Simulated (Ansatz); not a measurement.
Molecule: sum formula YOF, net charge 1, doublet state. The spin state was set by rule; other spins were not relaxed. 
Coordinates optimised at B3LYP-D3(BJ)/def2-TZVP (Ansatz, a program for electronic structure):
```
Y
F 1 1.9159
O 1 2.0142 2 108.43
```
Charge +1, spin multiplicity 2.

Basis-set convergence of Hartree-Fock and CCSD(T) correlation energies (hartree) with Ansatz. Cores are frozen in the correlated levels unless marked. UHF or UKS for open shells. Spin-orbit coupling is left out. The frozen core is the preceding noble-gas configuration, with the filled d and f shells of earlier blocks. Past Kr the def2 sets carry scalar-relativistic core potentials.

| basis | functions | E(HF) | E(corr, CCSD(T)) |
|---|---|---|---|
| def2-SVP | 59 | -211.87892 | -0.39648 |
| def2-TZVPP | 118 | -212.11141 | -0.51492 |
| def2-QZVPP | 195 | -212.12482 | -0.55757 |

Extrapolating the two largest sets (X = 3 and 4) as X^-3: E(corr) = (64·(-0.55757) - 27·(-0.51492))/37 = -0.5887 Eh, an estimate of the basis-set limit. The largest set recovers 94.7 % of it, the smallest 67.3 %.
